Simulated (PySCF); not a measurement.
Cd(OH)(SeH) (CdH2OSe), SMILES [SeH][Cd][OH]. Atoms are numbered in the order given.

```xyz
5

Cd     0.4002    -0.6021    -0.1486
O      1.3836    -2.2587    -0.6428
H      2.1472    -2.4228    -0.0793
Se    -0.9014     1.4321     0.3264
H     -1.7779     0.7011     1.2579
```
Charge 0, spin multiplicity 1.

Geometry optimised at B3LYP-D3(BJ)/def2-TZVP. The def2 effective core potentials stand for the cores of Cd; spin–orbit coupling is left out. Other conformers were not sampled.

All values below come from PBE0/def2-TZVPD run with PySCF.

Mulliken values depend strongly on the basis, most of all with diffuse functions as here. ESP charges are fitted to the potential on shells at 1.4 to 2.0 van der Waals radii. Atomic charges (e):

```csv
atom,Mulliken,ESP fit
Cd1,0.75,0.66
O2,-0.76,-0.69
H3,0.30,0.29
Se4,-0.46,-0.36
H5,0.16,0.09
```
